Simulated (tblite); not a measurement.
Run record: tight-binding relaxation, `CC1=C[P@@](C)(=[Se])CC1`.

Computed with GFN2-xTB geometry optimisation, gas phase (tblite 0.8.0). Start geometry: from a force field or distance geometry. The command runs a driver script over a list of jobs; the input below is this job's line of settings and its coordinates in Å.

Command:
```bash
OMP_NUM_THREADS=1 python probes_run.py task.json out
```

Input:
```
{"job": {"kind": "relax", "xc": "GFN2-xTB", "basis": "xTB"}, "charge": 0, "multiplicity": 1}
C      2.294600     1.192300    -0.671600
C      0.992000     0.441700    -0.448100
C     -0.165600     0.915400    -0.753800
P     -1.488800    -0.251100    -0.345500
C     -2.112800     0.328000     1.289800
Se    -2.979000    -0.788800    -1.523700
C     -0.303400    -1.609200    -0.082400
C      0.963400    -0.889600     0.165200
H      3.041000     0.467700    -1.015600
H      2.160300     1.986400    -1.403200
H      2.621400     1.602300     0.320500
H     -0.400100     1.864800    -1.204000
H     -3.214400     0.503100     1.270600
H     -1.630800     1.311900     1.544000
H     -1.840600    -0.347700     2.109900
H     -0.626600    -2.306100     0.730400
H     -0.252400    -2.149700    -1.046800
H      1.100100    -0.773500     1.269500
H      1.832100    -1.488700    -0.212700
```

Output:
```
step      E/eV     max force
  0    -657.11627    3.711
  1    -657.46417    2.270
  2    -657.55600    1.045
  3    -657.60014    0.538
  4    -657.63537    0.275
  5    -657.64520    0.257
  6    -657.65231    0.177
  7    -657.65561    0.153
  8    -657.65928    0.149
  9    -657.66220    0.146
... (136 lines left out)
146    -657.75396    0.011
147    -657.75399    0.013
148    -657.75401    0.014
149    -657.75403    0.016
150    -657.75406    0.016
151    -657.75410    0.021
152    -657.75415    0.021
153    -657.75420    0.012
154    -657.75423    0.010
155    -657.75424    0.008
```

«max force» is the largest atomic force in eV/Å.

Problem. From which step on does the largest force stay under 0.1 eV/Å, and how much energy is left to gain from there?

Solution. From step 116 (0.090 eV/Å), 12.5 meV above the end.

In short: energy lowered by 14.7 kcal/mol over 155 steps; largest atomic force 0.008 eV/Å at the end.

Problem. Give the final coordinates.

Solution. 0.452 Å rms from the input after alignment:
```
atom  x, y, z in Å
C1     2.2652    1.2067   -0.7667
C2     1.0018    0.4733   -0.4742
C3    -0.2251    0.9107   -0.7502
P4    -1.4979   -0.2850   -0.2970
C5    -2.2073    0.2855    1.2981
Se6   -2.9411   -0.7824   -1.7279
C7    -0.2417   -1.5814    0.1053
C8     1.0992   -0.8554    0.2302
H9     2.8708    0.6358   -1.4701
H10    2.0602    2.1838   -1.1950
H11    2.8486    1.3312    0.1450
H12   -0.4593    1.8344   -1.2531
H13   -2.7848    1.1887    1.1054
H14   -1.4239    0.4900    2.0245
H15   -2.8804   -0.4867    1.6682
H16   -0.5134   -2.1432    0.9997
H17   -0.2366   -2.2747   -0.7396
H18    1.3438   -0.6715    1.2809
H19    1.9120   -1.4507   -0.1909
```

Hardware: Arm Neoverse V2, one thread, on a shared host. Cost: 1.0 s of wall time.
Labels such as C1 count atoms from 1, the log's own numbers from 0.
